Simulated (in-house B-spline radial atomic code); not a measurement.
Spin-orbit splittings of orbital energies (j = l + 1/2 less j = l - 1/2) and ratios of mean radii (lower j over upper j) along the 27-electron series, configuration [Ar] 3d9. Computed with an all-electron radial atomic-structure program (B-spline basis): Dirac-Hartree-Fock, average of the configuration, finite nuclei.

```
  ion   Z  splitting of 3p (eV)  radius ratio of 3p  splitting of 3d (eV)  radius ratio of 3d  splitting of 2p (eV)  radius ratio of 2p
Sn23+  50                46.061             0.97034                9.5794             0.98965                232.73             0.95231
Sb24+  51                     ?                   ?                     ?                   ?                     ?                   ?
Te25+  52                     ?                   ?                     ?                   ?                     ?                   ?
 I26+  53                61.467             0.96686                 13.03              0.9884                301.52             0.94617
Xe27+  54                67.405             0.96564                14.364             0.98796                327.69             0.94403
Cs28+  55                73.782             0.96439                15.798             0.98751                355.63             0.94184
Ba29+  56                80.621             0.96311                17.337             0.98705                385.41              0.9396
La30+  57                     ?                   ?                     ?                   ?                     ?                   ?
Ce31+  58                95.787             0.96045                20.749             0.98609                450.89             0.93497
Pr32+  59                104.17             0.95907                22.633              0.9856                486.79             0.93258
Nd33+  60                113.11             0.95766                24.642              0.9851                524.94             0.93013
Pm34+  61                122.66             0.95622                26.783             0.98459                565.43             0.92764
Sm35+  62                132.83             0.95474                29.061             0.98406                608.38             0.92509
Eu36+  63                143.66             0.95324                31.482             0.98353                653.92             0.92249
```

**Question.** Fill in the row of Sb24+.

**Answer.** splitting of 3p (eV): 50.817; radius ratio of 3p: 0.96921; splitting of 3d (eV): 10.642; radius ratio of 3d: 0.98925; splitting of 2p (eV): 254.12; radius ratio of 2p: 0.95031.

**Question.** Fill in the row of Te25+.

**Answer.** splitting of 3p (eV): 55.945; radius ratio of 3p: 0.96805; splitting of 3d (eV): 11.791; radius ratio of 3d: 0.98883; splitting of 2p (eV): 277.03; radius ratio of 2p: 0.94826.

**Question.** Fill in the row of La30+.

**Answer.** splitting of 3p (eV): 87.947; radius ratio of 3p: 0.96179; splitting of 3d (eV): 18.986; radius ratio of 3d: 0.98657; splitting of 2p (eV): 417.13; radius ratio of 2p: 0.93731.

**Question.** With what power of Z does the column «splitting of 2p (eV)» change over this range?

**Answer.** A fit of the logarithm of its size against log Z from Z = 50 to 63 has slope 4.47. An unscreened hydrogenic electron would give 4 at low Z; screening makes the apparent power larger near the neutral end, and relativity raises it again at high Z.
